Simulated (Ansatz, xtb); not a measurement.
## Relative energy of two isomers of C4H6F2O3

Structure X is `C[C@H](F)OC(=O)OCF`, a singlet and structure Y is `O=C(O)CCOC(F)F`, a singlet. Both are isolated molecules in the gas phase, relaxed with B3LYP/def2-SVP, each in the lowest conformer that the search found.

Problem. Estimate which is lower in electronic energy at CCSD(T)/def2-SVP + ΔMP2/def2-TZVPP, and by roughly how much.

Solution. The CCSD(T)/def2-SVP + ΔMP2/def2-TZVPP calculation puts structure Y lower, by 3.9 kcal/mol.

How the difference moves with the method:

```csv
level,geometry,E(Y) − E(X) (kcal/mol),departure from the last row (kcal/mol),"job, with rough time for the two"
GFN2-xTB,GFN2-xTB,+10.1,+14.0,"optimisation, 0.34 s"
HF/STO-3G,GFN2-xTB,+10.9,+14.8,"single point, 0.4 s"
r2SCAN-D4/def2-SVP,GFN2-xTB,−2.7,+1.2,"single point, 4.1 s"
B3LYP/def2-SVP,B3LYP/def2-SVP,−2.2,+1.7,"optimisation, 54 s"
HF/def2-SVP,B3LYP/def2-SVP,−2.0,+1.9,part of the CCSD(T) run
MP2/def2-SVP,B3LYP/def2-SVP,−5.0,−1.1,part of the CCSD(T) run
CCSD(T)/def2-SVP,B3LYP/def2-SVP,−4.4,−0.4,single point
CCSD(T)/def2-SVP + ΔMP2/def2-TZVPP,B3LYP/def2-SVP,−3.9,,"single point, 2.8 min"
```

As drawn, Y has 1 C–C, 1 O–H in place of 1 C–O, 1 C–H.

GFN2-xTB, HF/STO-3G put the two in the other order. The largest departure from CCSD(T)/def2-SVP + ΔMP2/def2-TZVPP is that of HF/STO-3G, 14.8 kcal/mol. The last row adds to CCSD(T) the change of the MP2 difference between the two basis sets, here +0.4 kcal/mol.

With thermal terms from frequencies at re-optimised GFN2-xTB minima (ideal gas, soft modes damped towards free rotors, one conformer each, 298.15 K, 1 atm): on the last row, ΔE + ΔZPE = −3.7, ΔH = −4.0, ΔG = −3.2 kcal/mol.

The correlated steps freeze 9 core orbitals. Mirror images aren't counted in ΔG. Programs: Ansatz 0.2.0, xtb 6.7.1; the last row on 4 threads of Arm Neoverse V2 on a shared host.
